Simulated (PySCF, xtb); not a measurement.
C4H5FSi, SMILES C(/C#C)=C/[SiH2]F. Other conformers were not sampled.

Harmonic wavenumbers (cm⁻¹) from GFN2-xTB (xtb 6.7.1) at its own minimum, in rising order: 30, 86, 177, 210, 271, 368, 524, 543, 569, 626, 675, 725, 743, 763, 774, 815, 920, 984, 1180, 1326, 1623, 2245, 2307, 2329, 3012, 3042, 3394.

What does PBE-D3(BJ)/def2-SVP (PySCF) give at its own minimum? (Estimate from the structure and the level; the computed values follow.)

38, 76, 202, 233, 299, 400, 590, 623, 633, 654, 696, 719, 723, 832, 887, 921, 952, 955, 1132, 1308, 1584, 2139, 2177, 2182, 3061, 3097, 3405. Paired by order, the mean absolute difference is 50 cm⁻¹ and the zero-point energies are 43.3 and 43.6 kcal/mol.
